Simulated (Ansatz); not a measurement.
A nudged elastic band was laid between two geometries of C₂H₉AlSiSn (14 atoms, charge 0, multiplicity 1).

Computed with RKS B3LYP-D4/def2-SVP in Ansatz.

```json
{
  "movable images": "5",
  "climbing image": "yes",
  "spring": "5.0 eV/Å²",
  "optimiser": "fire",
  "start path": "IDPP",
  "force threshold": "0.05 eV/Å",
  "iteration limit": "60",
  "end points": "relaxed",
  "largest step": "0.02 Å"
}
```

First end point:

```xyz
14
Properties=species:S:1:pos:R:3
C -2.378 -0.284 0.869
C -1.335 0.502 1.159
Sn 0.701 0.078 0.551
Al 0.970 -2.473 -0.172
Si 1.267 1.737 -1.368
H -2.276 -1.221 0.309
H -3.399 -0.027 1.179
H -1.512 1.426 1.724
H 1.724 0.513 1.878
H 2.404 -3.152 -0.246
H -0.309 -3.331 -0.566
H 2.699 1.614 -1.777
H 1.013 3.149 -0.952
H 0.418 1.440 -2.562
```

Last end point:

```xyz
14
Properties=species:S:1:pos:R:3
C -2.404 -0.799 0.302
C -1.674 0.241 0.722
Sn 0.492 0.289 0.685
Al 1.496 -2.163 0.401
Si 1.177 1.892 -1.243
H -1.952 -1.722 -0.079
H -3.501 -0.782 0.321
H -2.194 1.134 1.094
H 1.004 1.057 2.149
H 3.023 -2.461 0.726
H 0.579 -3.348 -0.131
H 0.779 1.305 -2.558
H 2.655 2.109 -1.260
H 0.505 3.219 -1.100
```

(1) Which bonds break or form, and what moves?

(2) Give the energies along the band, and the barrier.

(3) What is the geometry of the highest image?

The band took 14 iterations and of the order of 4 core-minutes.

Answers

(1) No bond is made or broken. The dihedral Al4–Sn3–Si5–H13 goes from 176 to -64°. The two ends are copies of one structure, up to a mirror image or an exchange of like atoms.

(2) It converged. The highest image is number 3 of 0 to 6, 2.4 kJ/mol above the ends, which have the same energy within 2 meV. Another band between the same ends (5 images) ends at a top of the same energy, where a vibrational analysis finds 1 clearly imaginary mode.

| image | path coordinate (Å) | energy (kJ/mol) | dihedral Al4–Sn3–Si5–H13 (°) |
| --- | --- | --- | --- |
| 0 | 0.00 | 0.0 | 176 |
| 1 | 0.80 | 0.7 | -164 |
| 2 | 1.60 | 2.0 | -144 |
| 3 | 2.40 | 2.4 | -123 |
| 4 | 3.20 | 2.0 | -103 |
| 5 | 4.00 | 0.7 | -84 |
| 6 | 4.80 | 0.0 | -64 |

(3) 
```xyz
14
Properties=species:S:1:pos:R:3
C -2.412 -0.756 0.422
C -1.640 0.264 0.815
Sn 0.520 0.271 0.654
Al 1.445 -2.203 0.293
Si 1.183 1.890 -1.280
H -2.000 -1.682 0.004
H -3.506 -0.714 0.492
H -2.122 1.162 1.224
H 1.119 0.996 2.108
H 2.971 -2.548 0.566
H 0.480 -3.352 -0.232
H 2.063 1.198 -2.272
H 1.923 3.079 -0.762
H -0.036 2.363 -2.002
```

Time of the run: 2.1 min on 2 threads of AMD EPYC 9R45 96-Core Processor (Zen 5), with other jobs on the host, peak memory 0.44 GiB.
